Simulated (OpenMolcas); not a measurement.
Multiconfigurational calculation on Ag4+

Ag4+ among 6 point charges of -1.5 e arranged as a trigonal prism (D3h), 2.2 Å from the ion.

Input:

```
&GATEWAY
Coord
1

Ag 0.0 0.0 0.0
Basis=ANO-RCC-VDZP
Group=NoSym
NoMove
AngMom=0.0 0.0 0.0
AMFI
XField
6 Angstrom 0
1.662878 0.000000 1.440430 -1.500000
-0.831439 1.440094 1.440430 -1.500000
-0.831439 -1.440094 1.440430 -1.500000
1.662878 0.000000 -1.440430 -1.500000
-0.831439 1.440094 -1.440430 -1.500000
-0.831439 -1.440094 -1.440430 -1.500000
&SEWARD
* reference wave functions (RASSCF and RASSI steps not shown): 7 electrons in 5 orbitals (4d)
>>> COPY JOB001 $Project.JobIph
&CASPT2
Multistate=10 1 2 3 4 5 6 7 8 9 10
NoMult
Frozen=14
IPEA=0.25
Imaginary=0.1
MaxIter=60
WThr=0.0 0.3 0.05
PrWF=0.5
NoMix
>>> COPY JOB002 $Project.JobIph
&CASPT2
Multistate=40 1 2 3 4 5 6 7 8 9 10 11 12 13 14 15 16 17 18 19 20 21 22
23 24 25 26 27 28 29 30 31 32 33 34 35 36 37 38 39 40
NoMult
Frozen=14
IPEA=0.25
Imaginary=0.1
MaxIter=60
WThr=0.0 0.3 0.05
PrWF=0.5
NoMix
```

Launched by
```bash
OMP_NUM_THREADS=1 MOLCAS_MEM=1689 MOLCAS_PROJECT=a pymolcas a.inp > a.log  # once for each step of the input, in one work folder
```

Output, cut to the results:

```
--- CASPT2 ---
Orbital specifications:
      -----------------------

      Symmetry species                           1
                                                 a
      Frozen orbitals                           14
      Inactive orbitals                          4
      Active orbitals                            5
      Secondary orbitals                        20
      Deleted orbitals                           0
      Number of basis functions                 43
Type of calculation                        SS-CASPT2
      Fock operator                              state-specific
      IPEA shift                                 0.25
      Real shift                                 0.00
      Imaginary shift                            0.10
      The input orbitals will be transformed to quasi-canonical
Reference energy:       -5316.5266424076
      E2 (Non-variational):      -0.2434565786
      Shift correction:          -0.0000751940
      E2 (Variational):          -0.2435317726
      Total energy:           -5316.7701741802
      Residual norm:              0.0000007499
      Reference weight:           0.96017
      Contributions to the CASPT2 correlation energy
      Active & Virtual Only:         -0.0923777123
      One Inactive Excited:          -0.1104103143
      Two Inactive Excited:          -0.0406685520
Reference energy:       -5316.5266424054
      E2 (Non-variational):      -0.2438903471
      Shift correction:          -0.0000757756
      E2 (Variational):          -0.2439661228
      Total energy:           -5316.7706085282
      Residual norm:              0.0000007574
      Reference weight:           0.96001
      Contributions to the CASPT2 correlation energy
      Active & Virtual Only:         -0.0924445285
      One Inactive Excited:          -0.1107182457
      Two Inactive Excited:          -0.0407275729
::    CASPT2 Root  1     Total energy:  -5316.77017418
::    CASPT2 Root  2     Total energy:  -5316.77060853
::    CASPT2 Root  3     Total energy:  -5316.76653152
::    CASPT2 Root  4     Total energy:  -5316.76653476
::    CASPT2 Root  5     Total energy:  -5316.76176680
::    CASPT2 Root  6     Total energy:  -5316.76176677
::    CASPT2 Root  7     Total energy:  -5316.75969441
::    CASPT2 Root  8     Total energy:  -5316.70731971
::    CASPT2 Root  9     Total energy:  -5316.69142010
::    CASPT2 Root 10     Total energy:  -5316.69142028
--- CASPT2 ---
Orbital specifications:
      -----------------------

      Symmetry species                           1
                                                 a
      Frozen orbitals                           14
      Inactive orbitals                          4
      Active orbitals                            5
      Secondary orbitals                        20
      Deleted orbitals                           0
      Number of basis functions                 43
Type of calculation                        SS-CASPT2
      Fock operator                              state-specific
      IPEA shift                                 0.25
      Real shift                                 0.00
      Imaginary shift                            0.10
      The input orbitals will be transformed to quasi-canonical
Reference energy:       -5316.4466788051
      E2 (Non-variational):      -0.2507363685
      Shift correction:          -0.0000802715
      E2 (Variational):          -0.2508166400
      Total energy:           -5316.6974954451
      Residual norm:              0.0000003494
      Reference weight:           0.95845
      Contributions to the CASPT2 correlation energy
      Active & Virtual Only:         -0.0946301891
      One Inactive Excited:          -0.1135077073
      Two Inactive Excited:          -0.0425984721
Reference energy:       -5316.4463151016
      E2 (Non-variational):      -0.2506243464
      Shift correction:          -0.0000801706
      E2 (Variational):          -0.2507045170
      Total energy:           -5316.6970196185
      Residual norm:              0.0000004143
      Reference weight:           0.95851
      Contributions to the CASPT2 correlation energy
      Active & Virtual Only:         -0.0945829754
      One Inactive Excited:          -0.1135555253
      Two Inactive Excited:          -0.0424858457
::    CASPT2 Root  1     Total energy:  -5316.69749545
::    CASPT2 Root  2     Total energy:  -5316.69701962
::    CASPT2 Root  3     Total energy:  -5316.69701956
::    CASPT2 Root  4     Total energy:  -5316.69375804
::    CASPT2 Root  5     Total energy:  -5316.69374696
::    CASPT2 Root  6     Total energy:  -5316.69248157
::    CASPT2 Root  7     Total energy:  -5316.69246933
::    CASPT2 Root  8     Total energy:  -5316.69016987
::    CASPT2 Root  9     Total energy:  -5316.69015457
::    CASPT2 Root 10     Total energy:  -5316.67904097
::    CASPT2 Root 11     Total energy:  -5316.67970832
::    CASPT2 Root 12     Total energy:  -5316.67970867
::    CASPT2 Root 13     Total energy:  -5316.67496348
::    CASPT2 Root 14     Total energy:  -5316.67494380
::    CASPT2 Root 15     Total energy:  -5316.67826869
::    CASPT2 Root 16     Total energy:  -5316.67826854
::    CASPT2 Root 17     Total energy:  -5316.66504905
::    CASPT2 Root 18     Total energy:  -5316.66504091
::    CASPT2 Root 19     Total energy:  -5316.67682433
::    CASPT2 Root 20     Total energy:  -5316.66448934
::    CASPT2 Root 21     Total energy:  -5316.66451876
::    CASPT2 Root 22     Total energy:  -5316.65363411
::    CASPT2 Root 23     Total energy:  -5316.65365401
::    CASPT2 Root 24     Total energy:  -5316.65439614
::    CASPT2 Root 25     Total energy:  -5316.65439628
::    CASPT2 Root 26     Total energy:  -5316.66052854
::    CASPT2 Root 27     Total energy:  -5316.66052937
::    CASPT2 Root 28     Total energy:  -5316.65743138
::    CASPT2 Root 29     Total energy:  -5316.60548059
::    CASPT2 Root 30     Total energy:  -5316.60552061
```

Spin-orbit levels above the lowest (labels of D3, the rotations of D3h), with the averaged single-state CASPT2 energies on the diagonal:

| E (cm-1) | Degeneracy | Label | 2S+1 | g |
| --- | --- | --- | --- | --- |
| 0 | 2 | E1/2 | 4 | 0.00 0.00 9.45 |
| 410 | 2 | E1/2 | 4 | 0.00 0.00 6.27 |
| 570 | 2 | E3/2 | 4 | 0.00 0.00 11.93 |
| 1060 | 2 | E3/2 | 4 | 0.00 0.00 3.31 |
| 1600 | 2 | E1/2 | 4 | 0.94 6.23 6.23 |
| 4140 | 2 | E1/2 | 4 | 0.00 0.00 8.48 |
| 4700 | 2 | E3/2 | 4 | 0.00 0.00 3.73 |
| 4750 | 2 | E1/2 | 4 | 0.47 3.45 3.45 |
| 4850 | 2 | E1/2 | 4 | 0.00 0.00 6.32 |
| 6450 | 2 | E1/2 | 4 | 0.00 0.00 5.39 |
| 6880 | 2 | E1/2 | 4 | 0.75 0.75 0.90 |
| 7120 | 2 | E3/2 | 4 | 0.00 0.00 2.28 |
| 8060 | 2 | E3/2 | 4 | 0.00 0.00 2.73 |
| 8770 | 2 | E1/2 | 4 | 0.49 0.49 1.70 |
| 15760 | 2 | E3/2 | 4 (77 %) | 0.00 0.00 5.46 |
| 16370 | 2 | E1/2 | 4 (90 %) | 1.94 3.49 3.49 |
| 17240 | 2 | E1/2 | 2 | 0.94 4.99 4.99 |
| 17810 | 2 | E1/2 | 4 (52 %) | 1.31 1.74 1.74 |
| 18080 | 2 | E3/2 | 2 | 0.00 0.00 3.29 |
| 18710 | 2 | E3/2 | 2 | 0.00 0.00 9.95 |

Roots that are degenerate in the reference are averaged as groups; the widest CASPT2 spread within a group is 95 cm-1 (the 2-fold group of multiplicity 4 near 0 cm-1 above the lowest state of its run). Shifts and gaps below about the spread of the groups concerned are not significant. An orbital doublet at a regular site is open to a Jahn-Teller distortion, which this geometry leaves out. Point charges give a weaker field than real ligands, and real ions of this kind are as a rule low spin; the high spin found here belongs to the model. The ground term spreads over less than 5000 cm-1, several times less than with real ligands, so orbital moments are less quenched and χT lies further from the spin-only value than at real sites. Free-ion shares, where given, are those of the reference states; single-state CASPT2 does not remix them. Point charges carry no covalency, so the field is a model and not that of real ligands. An unlabelled pair can be two single states that coincide in this model. No measured value stands beside these numbers.
